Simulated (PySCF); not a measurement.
**PrF: one state, many levels of theory**

State: quintet, about 2.8 electrons in the 4f shell (Mulliken), real f orbitals that mix terms. Set-up: Pr x2c-TZVPall, F x2c-TZVPall; spin-free X2C with a Gaussian nucleus (PySCF 2.14). De refers to Pr (4f3 6s2) + F in their high-spin ground configurations, without counterpoise correction. The functionals are run spin-unrestricted. A positive dipole means Pr(−)F(+). Levels whose curve was spin-contaminated or gave no clean fit are not listed.

| Level | Re (Å) | ωe (cm⁻¹) | De (eV) | μ (D) |
| --- | --- | --- | --- | --- |
| UHF | 2.137 | 479 | n/a | -2.81 |
| UHF-MP2 | 2.069 | 526 | n/a | n/a |
| UHF-SCS-MP2 | 2.088 | 512 | n/a | n/a |
| PBE | 2.069 | 519 | 6.65 | -2.49 |
| revPBE | 2.079 | 509 | 6.45 | -2.49 |
| r²SCAN | 2.073 | 522 | 6.66 | -2.53 |
| ωB97X | 2.099 | 494 | 5.84 | -2.71 |

What does the step from GGA to meta-GGA do here, going from PBE to r²SCAN?

r²SCAN less PBE: +0.4 pm in Re, +0.6 % in ωe, +0.01 eV in De. 

What does second-order correlation do here, going from UHF to UHF-MP2?

UHF-MP2 less UHF: -6.8 pm in Re, +9.8 % in ωe. Correlation nearly always deepens the well. The bond shortens, as in weak, metallic or heavy-atom bonds, where dispersion and the correlation of outer-core electrons pull the atoms together.

Correlated steps freeze 19 core orbitals. These are scalar-relativistic numbers at best; spin–orbit coupling would shift them, the dissociation energy most. The state is the lowest single determinant that the PBE0 search found; with open d or f shells the true ground state can be another one.

The whole job (state search and all levels along the bond) took about 19 min on 4 threads of Arm Neoverse V2 (shared host), peak memory 11 GiB.
